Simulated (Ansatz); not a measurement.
Two structures of GeH₇OF, closed shell, reached by relaxing down either side of one saddle point (PBE0-D4/def2-TZVP). Energies are electronic, without zero-point energy. Program: Ansatz 0.2.0. Basis: def2-TZVPP and def2-QZVPP. Cores are frozen in the correlated methods. Filled d shells of the heavier atoms are correlated. The def2 sets are not built for correlating such inner shells, so the correlated values are less sure here. Extrapolation: Hartree–Fock as exp(−7.88 √X), correlation as X^−2.97. First:

```csv
atom,x (Å),y (Å),z (Å)
Ge1,-0.1817,-1.3748,-1.1175
H2,0.9683,-0.4884,-0.5935
H3,0.4544,-2.4272,-2.0408
H4,-0.8669,-2.0652,0.0622
H5,-1.1593,-0.5093,-1.9135
H6,-0.7656,1.1314,1.1569
F7,-1.6105,0.8198,0.8669
H8,1.3264,0.9371,0.9412
O9,0.7957,1.5469,1.4650
H10,1.0390,2.4295,1.1731
```

Second:

| atom | x (Å) | y (Å) | z (Å) |
| --- | --- | --- | --- |
| Ge1 | -1.1433 | -1.0278 | -0.8501 |
| H2 | 3.0272 | 0.1809 | -0.1549 |
| H3 | 0.3132 | -1.0395 | -1.3157 |
| H4 | -1.3614 | -1.6942 | 0.5087 |
| H5 | -2.1176 | -1.5281 | -1.9233 |
| H6 | -0.4069 | 1.2912 | 0.8246 |
| F7 | -1.5637 | 0.6663 | -0.6283 |
| H8 | 2.3950 | 0.3404 | 0.2134 |
| O9 | 0.2765 | 1.0073 | 1.4432 |
| H10 | 0.5808 | 1.8034 | 1.8825 |

Task: Which bonds change from the first to the second?

Result: GeH₄ + H₂O + HF → GeH₃F ([F][GeH3]) + H₂O + H₂; bonds formed: Ge1–F7, H2–H8, H6–O9; bonds broken: Ge1–H2, H6–F7, H8–O9.

Task: Give the saddle point's structure and its height above each. (Judge from chemistry; the value comes from the calculation.)

Result: By the calculation: 192.2 kJ/mol above the first and 199.2 kJ/mol above the second (CCSD(T) at an estimated basis limit (MP2 extrapolated from triple and quadruple zeta, plus CCSD(T) − MP2 in triple zeta)).
| atom | x (Å) | y (Å) | z (Å) |
| --- | --- | --- | --- |
| Ge1 | -0.4524 | -1.0267 | -0.7854 |
| H2 | 1.0255 | -0.1852 | -0.2536 |
| H3 | 0.6653 | -1.8060 | -1.5645 |
| H4 | -1.0395 | -2.0664 | 0.1740 |
| H5 | -1.3155 | -0.4195 | -1.8985 |
| H6 | -0.2708 | 1.1009 | 1.1169 |
| F7 | -1.2270 | 0.3692 | 0.3901 |
| H8 | 1.0137 | 0.4753 | 0.4262 |
| O9 | 0.7086 | 1.3316 | 1.3500 |
| H10 | 0.8920 | 2.2267 | 1.0448 |

The T1 diagnostic stays at or below 0.013. The end structure is not quite a true minimum (one mode of 47i cm⁻¹).

Labels in which every atom is bracketed show which atoms are joined, not bond orders.

For scale, one of the runs: CCSD(T)/def2-TZVPP, 208 basis functions, launched by `ansatz run in.yaml --threads 4 --pin off --events-out ev --progress --plain --max-ram 9574MiB`. Time: 72 s of wall clock on 4 CPU threads of an Arm Neoverse V2; the host was shared. Peak host memory: 3 GiB.
